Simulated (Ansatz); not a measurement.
A made-up structure of SiHBrF (charge -1), closed shell:

```
atom    x (Å)    y (Å)    z (Å)
  F1  -0.7624  -0.3056   1.1652
 Si2  -0.3823  -0.4725  -0.4811
 Br3   1.3451  -0.3573   0.1803
  H4  -0.2004   1.1354  -0.8644
```

It is relaxed with PBE-D4/def2-SVPD and then PBE0-D4/def2-TZVPD (Ansatz 0.2.0). Atoms count as bonded within 1.22 times the sum of their covalent radii (H–H: 0.88 Å). The end point is not checked to be a true minimum.

Question: Does its bonding change? (A judgement: the text doesn't fix the answer.)

Answer: By the calculation: No: no bond forms or breaks.

Where it ends: The first stage lowers the energy by 3.92 eV in 9 steps. It ends as SiHBrF ([F][SiH][Br]), total charge -1:
```
4
angstrom
F -1.0746 -0.2020 1.1001
Si -0.4645 -0.4126 -0.4393
Br 1.9132 -0.4790 0.1289
H -0.3740 1.0936 -0.7897
```

Labels in which every atom is bracketed show which atoms are joined, not bond orders.

For scale, one of the runs: PBE0-D4/def2-TZVPD relaxation, 149 basis functions, launched by `ansatz run in.yaml --threads 2 --pin off --events-out ev --progress --plain --max-ram 4352MiB`. Hardware: 2 CPU threads of an Arm Neoverse V2, shared host. Wall time about 24 s.
